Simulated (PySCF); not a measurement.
**CH4F3OPSi2**

The system: CH4F3OPSi2, a carbene (divalent C1, bonded to 1 O + 1 P); neutral, triplet. The structure, one conformer, was relaxed in the gas phase by PBE0-D3(BJ)/def2-SVP. No frequency run checks that it is a minimum.

This triplet is an excited state: in a carbene with lone-pair donors on the centre (O, P) the singlet is known to lie well below it (the gap isn't computed here), so the molecule in its ground state shows no EPR spectrum.

SMILES: F[Si](F)(F)O[C]P[SiH3]

```xyz
12

C     0.514   -0.882   -0.142
O     1.176   -0.577   -1.258
Si    0.790    0.349   -2.551
F     1.930    0.145   -3.636
F    -0.611   -0.082   -3.169
F     0.720    1.888   -2.156
P    -1.049   -0.252    0.444
Si   -0.500    0.093    2.619
H    -1.768   -1.474    0.638
H     0.201   -1.080    3.216
H    -1.769    0.359    3.361
H     0.380    1.296    2.660
```
Atom numbers follow the order of the file, from 1.

EPR values by unrestricted B3LYP, IGLO-III on C F O P Si, pcH-1 on H.

**Question.** Predict g and the largest hyperfine couplings. Where does the spin sit?

**Answer.** g = 2.0013, 2.0025, 2.0027. The zero-field splitting dominates the spectrum: D = 0.57 cm⁻¹, |E| = 0.051 cm⁻¹ (spin-spin and spin-orbit parts, DFT, rough). The spin sits on C1 (80 %, bonded to 1 O + 1 P) by Mulliken populations.
```json
{"atom": "C1", "isotope": "13C", "isotropic (MHz)": "277.8", "dipolar, principal values (MHz)": "-67.7, 19.7, 48.0"}
{"atom": "P7", "isotope": "31P", "isotropic (MHz)": "-61.0", "dipolar, principal values (MHz)": "-50.7, -46.3, 97.0"}
{"atom": "O2", "isotope": "17O", "isotropic (MHz)": "-65.7", "dipolar, principal values (MHz)": "-15.6, 0.5, 15.1"}
{"atom": "H9", "isotope": "1H", "isotropic (MHz)": "62.6", "dipolar, principal values (MHz)": "-4.6, -1.3, 5.9"}
{"atom": "Si3", "isotope": "29Si", "isotropic (MHz)": "-52.8", "dipolar, principal values (MHz)": "-4.2, 0.8, 3.5"}
{"atom": "Si8", "isotope": "29Si", "isotropic (MHz)": "-42.0", "dipolar, principal values (MHz)": "-5.9, 2.8, 3.2"}
```

**Question.** How do the isotropic couplings move with BHandHLYP?

**Answer.** C1 277.8 to 309.2 MHz, P7 -61.0 to -78.7 MHz, O2 -65.7 to -67.4 MHz, H9 62.6 to 61.3 MHz.
